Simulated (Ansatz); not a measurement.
Calculated with Ansatz (gas phase, PBE0-D4/def2-TZVP geometries, no zero-point term in ΔE). CBS: MP2 limit from def2 TZ/QZ plus the TZ coupled-cluster correction, frozen cores. DFT in def2-TZVPP. HSE06 is defined as in plane-wave codes. Each species was taken in one conformer, which may not be the lowest.

Reaction (isomerisation): `ClC[SiH2]CCl` → `C[Si](C)(Cl)Cl`

```tsv
level	ΔE (kJ/mol)
PBE-D4	-355.4
PBE0-D4	-365.6
r2SCAN0-D4	-379.0
HSE06	-364.7
CCSD(T)/def2-SVP	-353.4
SCS-MP2/def2-TZVPP	-365.5
HF/def2-QZVPP	-370.4
MP2/def2-QZVPP	-379.5
```

What does CCSD(T)/CBS give? (Best estimate.)

The calculation gave: -366.3 kJ/mol. The listed levels differ from it by 10.9, 0.7, -12.7, 1.6, 12.9, 0.8, -4.1, -13.2 kJ/mol.

What do rigid-rotor, harmonic-oscillator terms from PBE0-D4/def2-TZVP frequencies (298.15 K, 1 bar) make of the CCSD(T)/CBS value? (An estimate is asked.)

Computed: ΔZPE = +8.9 kJ/mol, ΔH = -355.8 kJ/mol, ΔS = 0 J/(mol·K), ΔG = -355.8 kJ/mol. Modes under 50 cm⁻¹ make the entropy rough.

Largest T1 diagnostic among the species: 0.010.

From r2SCAN to r2SCAN0 (25 % exact exchange), in def2-TZVPP and without D4, ΔE moves by −3.6 kJ/mol. At CCSD(T), def2-SVP lies +12.9 kJ/mol from the extrapolated value and def2-TZVPP +3.9 kJ/mol.

CCSD(T)/CBS has its own doubt, a few kJ/mol and more with outer-core shells, so smaller differences from it don't rank the levels.
